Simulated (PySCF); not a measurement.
TeF: mean field, correlation and small terms against distance

State: ²Π, doublet, unpaired electrons π ↑. ROHF-based CCSD(T) in PySCF 2.14 with Te cc-pVTZ-PP with ECP28, F cc-pVTZ and Te cc-pVQZ-PP with ECP28, F cc-pVQZ (frozen core orbitals: 10; scalar-relativistic core potentials). Correlation energies are extrapolated as n⁻³ (n = 3, 4), Hartree–Fock as (n+1)·exp(−9√n). CV is the change on freezing 4 orbitals instead, in Te cc-pwCVTZ-PP with ECP28, F cc-pwCVTZ. All energies in eV from Te + F.

```tsv
R (Å)	HF/CBS	CCSD corr.	(T)	CV	total
1.7704	-1.523	-1.555	-0.1588	-0.0391	-3.276
1.8474	-1.703	-1.641	-0.1775	-0.0040	-3.526
1.9243	-1.685	-1.709	-0.1960	0.0175	-3.573
2.0013	-1.535	-1.765	-0.2143	0.0309	-3.484
2.0975	-1.230	-1.825	-0.2373	0.0410	-3.252
2.1937	-0.850	-1.877	-0.2611	0.0466	-2.941
```

A fit to the total gives Re = 1.9078 Å, De = 3.576 eV, ωe = 637.0 cm⁻¹, Be = 0.2795 cm⁻¹ (masses 129.9062 and 18.9984 u).

**Question.** At R = 1.9243 Å the CCSD correlation energy is -0.378621 hartree in the smaller basis and -0.412633 in the larger. Extrapolate it.

**Answer.** (4³·E4 − 3³·E3)/(4³ − 3³) = -0.43745 hartree; the larger basis holds 94.3 % of it.

The T1 diagnostic is 0.021. The state was picked by a PBE0 search and need not be the measured ground state. Spin–orbit coupling, excitations beyond (T) and corrections to the Born–Oppenheimer picture are left out, and spin–orbit coupling matters for open p, d or f shells this heavy.
